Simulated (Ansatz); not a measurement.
Compare A (`C[SiH](O)[SiH](O)O`) with its isomer B (`C[SiH](O)O[SiH2]O`).

Calculated with Ansatz (gas phase, PBE0-D4/def2-TZVP geometries, no zero-point term in ΔE). CCSD(T)/CBS adds triple-zeta CCSD(T) − MP2 to the extrapolated MP2 energy (def2 sets, frozen cores). Functionals use def2-TZVPP. B3LYP here is the variant with VWN-RPA as its local correlation; programs differ in this. One conformer a species, not always the lowest.

A:

Z-matrix (Å, degrees):
```
C
Si 1 1.868
H 1 1.094 2 110.0
H 1 1.093 2 111.4 3 -119.3
H 1 1.092 2 111.2 3 119.7
O 2 1.668 1 111.8 3 -178.5
Si 2 2.348 1 113.8 3 -67.0
H 2 1.493 1 108.2 3 60.5
H 6 0.958 2 118.3 1 -69.9
O 7 1.648 2 106.8 1 140.0
O 7 1.648 2 106.0 1 -98.5
H 7 1.488 2 117.0 1 17.4
H 10 0.959 7 117.6 2 -178.3
H 11 0.962 7 114.3 2 -29.2
```

B:

```xyz
14

C    -0.783    1.833    1.449
Si    0.317    0.512    0.779
O    -0.089   -0.901    1.510
O     0.119    0.372   -0.852
Si   -0.033   -0.889   -1.869
O     0.711   -2.225   -1.241
H    -1.832    1.590    1.263
H    -0.562    2.794    0.977
H    -0.641    1.941    2.527
H     1.755    0.823    1.001
H     0.276   -1.701    1.121
H    -1.457   -1.253   -2.022
H     0.592   -0.521   -3.163
H     1.626   -2.374   -1.480
```

(1) Which isomer does CCSD(T)/CBS put lower? Give the gap. (Estimate.)

(2) Give E(B) − E(A) in kJ/mol with PBE0-D4, PBE-D4, B2PLYP, HF/def2-TZVPP, ωB97M-V, CCSD(T)/def2-TZVPP, B3LYP. (Estimate.)

Largest T1 diagnostic: 0.012.

Results:

(1) Computed: B, by 155.3 kJ/mol.

(2) Ansatz gave: PBE0-D4 -137.7, PBE-D4 -126.6, B2PLYP -157.4, HF/def2-TZVPP -179.8, ωB97M-V -157.6, CCSD(T)/def2-TZVPP -156.8, B3LYP -151.3. None reverses the order clearly.

In def2-TZVPP, CCSD(T) changes the Hartree–Fock value by +23.0 kJ/mol (the triples alone add +3.2 kJ/mol) and MP2 by +17.3 kJ/mol. From PBE to PBE0 (25 % exact exchange), in def2-TZVPP and without D4, E(B) − E(A) moves by −11.3 kJ/mol.
